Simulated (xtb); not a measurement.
Si(H)(NHSiH3)(Cl)2 (Cl₂H₅NSi₂), SMILES [SiH3]N[SiH](Cl)Cl. All values are semi-empirical tight-binding results from xtb (GFN2-xTB unless named), good for trends rather than for accurate numbers. Coordinates come from a GFN2-xTB optimisation. The values are those of a single conformer.

Optimised geometry:

```xyz
10

Si     0.5648     0.0226     0.5071
Cl     1.2518    -0.5725    -1.2803
Cl     0.9983     1.9621     0.8376
N     -1.1459    -0.1379     0.5163
Si    -2.1719    -1.2872    -0.3078
H      1.2060    -0.7800     1.5381
H     -1.6357     0.5385     1.0791
H     -3.4559    -1.1882     0.3832
H     -1.5539    -2.6027    -0.1598
H     -2.2904    -0.9212    -1.7196
```
Charge 0, spin multiplicity 1.

### Question
Estimate the properties. (The exact figures need the calculation; the answer reports its results.)

### Answer

```yaml
orbital_gap: 5.37 eV
dipole_moment: 2.59 D
zero_point_energy: 32.0 kcal/mol
G − E(el) at 298.15 K (modified RRHO): 10.1 kcal/mol
static polarisability (D4 model): 94.3 bohr³
solvation energy, GFN2-xTB/ALPB(water): -0.8 kcal/mol
solvation energy, GFN2-xTB/ALPB(dmf): -4.9 kcal/mol
```

Computed atomic charges and the Wiberg bond orders between heavy atoms:
charges (e) Si1 0.55, Cl2 -0.22, Cl3 -0.24, N4 -0.44, Si5 0.49, H6 -0.04, H7 0.16, H8 -0.09, H9 -0.09, H10 -0.08. Bond orders Si1–Cl2 1.10, Si1–Cl3 1.07, Si1–N4 1.13, N4–Si5 0.99.
